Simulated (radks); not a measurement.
Q: Radial electron density D(r) = 4 pi r^2 rho(r) of an atom or ion with 40 electrons. All-electron calculation, Dirac Kohn-Sham, PBE, spin-unpolarised, spherical densities, finite nucleus; Fermi nuclear charge, rms radius of each element as measured or else 0.836 A^(1/3) + 0.57 fm. Program: a radial shooting solver on a logarithmic mesh with Libxc functionals.

| r (bohr) | D(r) (e/bohr) |
|---|---|
| 0.00246 | 3.789 |
| 0.002819 | 4.769 |
| 0.003229 | 5.977 |
| 0.0037 | 7.455 |
| 0.004273 | 9.362 |
| 0.004895 | 11.53 |
| 0.005608 | 14.10 |
| 0.006477 | 17.29 |
| 0.007421 | 20.75 |
| 0.008502 | 24.62 |
| 0.009818 | 29.11 |
| 0.01125 | 33.59 |
| 0.01289 | 38.13 |
| 0.01476 | 42.48 |
| 0.01705 | 46.57 |
| 0.01954 | 49.59 |
| 0.02238 | 51.50 |
| 0.02585 | 52.09 |
| 0.02961 | 51.28 |
| 0.03393 | 49.39 |
| 0.03918 | 46.83 |
| 0.04489 | 44.72 |
| 0.05143 | 43.85 |
| 0.05892 | 44.93 |
| 0.06805 | 48.46 |
| 0.07796 | 53.51 |
| 0.08932 | 58.87 |
| 0.1032 | 62.85 |
| 0.1182 | 63.27 |
| 0.1354 | 59.75 |
| 0.1564 | 52.70 |
| 0.1792 | 45.35 |
| 0.2053 | 40.19 |
| 0.2352 | 39.09 |
| 0.2716 | 42.05 |
| 0.3111 | 46.10 |
| 0.3565 | 47.90 |
| 0.4117 | 44.80 |
| 0.4717 | 37.25 |
| 0.5404 | 27.58 |
| 0.6241 | 18.41 |
| 0.715 | 12.89 |
| 0.8191 | 10.63 |
| 0.9385 | 10.37 |
| 1.084 | 10.43 |
| 1.242 | 9.699 |
| 1.423 | 8.081 |
| 1.643 | 5.929 |
| 1.882 | 4.042 |
| 2.157 | 2.593 |
| 2.491 | 1.562 |
| 2.853 | 0.9478 |
| 3.269 | 0.5593 |
| 3.745 | 0.3132 |
| 4.325 | 0.1550 |
| 4.955 | 0.07096 |
| 5.677 | 0.02811 |
| 6.557 | 0.008688 |
| 7.512 | 0.002315 |

What is the nuclear charge?

A: Z = 41. The innermost maximum, from 1s, lies near gamma/Z bohr with gamma = sqrt(1 - (Z/c)^2) = 0.954, here 0.0233 bohr (found: 0.0254), and its height grows with Z. The density is that of the niobium ion Nb+ in [Kr] 4d4; the configuration itself is not fixed sharply by these data, and Z only to a few units. D(r) has 4 maxima, at r = 0.0254, 0.112, 0.354, 1.03 bohr, and minima at 0.0514, 0.228, 0.902 bohr, inside which lie 2.06, 11.11, 29.39 electrons.
